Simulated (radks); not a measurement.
The nuclear charge of neutral osmium is varied continuously with 76 electrons held in [Xe] 4f14 5d6 6s2. Method: scalar-relativistic Kohn-Sham, PBE, spin-polarised, spherical densities, finite nucleus; open shells are filled with parallel spins first (spin-orbit coupling, left out, can overturn this in heavy ions); Fermi nuclear charge, rms radius 5.4126 fm; computed with a radial shooting solver on a logarithmic mesh with Libxc functionals. By the Hellmann-Feynman theorem dE/dZ = E(electron-nucleus)/Z, the electronic potential at the nucleus (averaged over a nucleus of fixed radius). The scalar-relativistic energy here is not variational (the density holds large components alone), so the two differ by a part that grows with Z.

| Z | E (hartree) | E(electron-nucleus)/Z (hartree) | HOMO | e(HOMO) (eV) | <r> HOMO (bohr) |
|---|---|---|---|---|---|
| 75.8 | -17137.6261 | -560.186 | 5d | -2.907 | 1.946 |
| 75.9 | -17194.1618 | -561.326 | 5d | -3.833 | 1.909 |
| 76 | -17250.8138 | -562.467 | 5d | -4.792 | 1.875 |
| 76.1 | -17307.5823 | -563.608 | 5d | -5.783 | 1.845 |
| 76.2 | -17364.4672 | -564.749 | 5d | -6.803 | 1.817 |
| 76.3 | -17421.4686 | -565.890 | 6s | -7.687 | 2.958 |
| 76.4 | -17478.5865 | -567.032 | 6s | -8.504 | 2.915 |
| 76.5 | -17535.8209 | -568.174 | 6s | -9.339 | 2.874 |
| 76.6 | -17593.1719 | -569.316 | 6s | -10.193 | 2.835 |
| 76.7 | -17650.6396 | -570.459 | 6s | -11.065 | 2.798 |
| 76.8 | -17708.2240 | -571.602 | 6s | -11.954 | 2.762 |
| 76.9 | -17765.9252 | -572.746 | 6s | -12.861 | 2.728 |
| 77 | -17823.7432 | -573.891 | 6s | -13.784 | 2.695 |

The central difference of E at Z = 76 is -567.103 hartree, to compare with the third column; the second derivative is -11.6 hartree.
